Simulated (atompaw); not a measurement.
Reading a pseudo-wave (silver)

Columns: radius, all-electron u(r) and pseudo u(r) of the 4d shell (level -15.92 eV) of silver in the configuration [Kr] 4d10 5s0 5p0; LDA (PW92), scalar-relativistic, PAW (atompaw) scheme, atompaw 4.2.0.5.

| r (bohr) | all-electron | pseudo |
| --- | --- | --- |
| 0.115 | -0.2690 | 0.0001 |
| 0.231 | -0.4526 | 0.0005 |
| 0.346 | -0.2520 | 0.0016 |
| 0.462 | 0.0967 | 0.0037 |
| 0.577 | 0.4198 | 0.0073 |
| 0.692 | 0.6582 | 0.0126 |
| 0.808 | 0.8070 | 0.0200 |
| 0.923 | 0.8800 | 0.0297 |
| 1.038 | 0.8999 | 0.0420 |
| 1.154 | 0.8845 | 0.0572 |
| 1.269 | 0.8480 | 0.0752 |
| 1.385 | 0.7992 | 0.0963 |
| 1.500 | 0.7451 | 0.1199 |
| 1.615 | 0.6893 | 0.1458 |
| 1.731 | 0.6336 | 0.1735 |
| 1.846 | 0.5804 | 0.2015 |
| 1.962 | 0.5296 | 0.2289 |
| 2.077 | 0.4824 | 0.2538 |
| 2.192 | 0.4386 | 0.2744 |
| 2.308 | 0.3978 | 0.2889 |
| 2.423 | 0.3606 | 0.2955 |
| 2.538 | 0.3265 | 0.2932 |
| 2.654 | 0.2951 | 0.2819 |
| 2.769 | 0.2667 | 0.2633 |
| 2.885 | 0.2406 | 0.2403 |
| 3.000 | 0.2170 | 0.2170 |

How many radial nodes do the two functions have?

The all-electron 4d function has n − l − 1 = 1; the pseudo-wave has 0, since the states of the same l below it are removed with the core.

Where does each function peak?

Outermost all-electron maximum near 1.04 bohr, pseudo maximum near 2.42 bohr (to the table’s step).

Is the pseudo-wave norm-conserving?

No, it belongs to a PAW set: the norm inside the radius is not constrained, and the difference is carried by the augmentation charge.
